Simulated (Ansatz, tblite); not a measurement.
Forces on Ca5O5⁻ at its PBE-D4/def2-SVP geometry. The state is a doublet with charge -1.

The xTB rows come from tblite. The structure comes from a short search, and lower isomers may exist.

GFN1-xTB (tblite), largest force 1.02 eV/Å:

```xyz
10
positions Å, forces eV/Å
Ca    0.399    2.562    0.994    0.078   -0.920   -0.075
Ca    0.388   -1.150    0.226   -0.074    0.209   -0.039
Ca   -1.761   -2.197   -2.659    0.431    0.634    0.675
Ca    2.370    0.317    3.047   -0.628   -0.016   -0.807
Ca   -1.680    1.317   -1.777    0.456   -0.699    0.402
O    -2.358   -0.232   -2.939    0.090   -0.070    0.087
O    -0.469   -2.558   -1.153   -0.189    0.176   -0.189
O     1.690    2.210    2.550   -0.020   -0.132   -0.046
O     1.724   -1.218    1.909    0.026    0.305    0.095
O    -0.305    0.948   -0.197   -0.171    0.514   -0.102
```

GFN2-xTB (tblite), largest force 1.01 eV/Å:

```
Ca 0.323 -0.928 0.225
Ca 0.036 -0.129 0.030
Ca 0.227 0.559 0.406
Ca -0.453 0.142 -0.553
Ca 0.298 -0.950 0.153
O 0.349 0.022 0.424
O -0.191 0.628 -0.095
O -0.242 -0.332 -0.364
O -0.218 0.608 -0.154
O -0.130 0.380 -0.074
```

PBE0-D4/def2-TZVPD (Ansatz), largest force 0.31 eV/Å:

```
Ca -0.003 -0.136 -0.022
Ca 0.004 -0.013 0.003
Ca 0.120 0.208 0.199
Ca -0.193 0.014 -0.249
Ca 0.080 -0.091 0.068
O -0.019 -0.082 -0.045
O -0.095 -0.033 -0.123
O 0.059 -0.033 0.069
O 0.080 0.075 0.116
O -0.033 0.091 -0.017
```
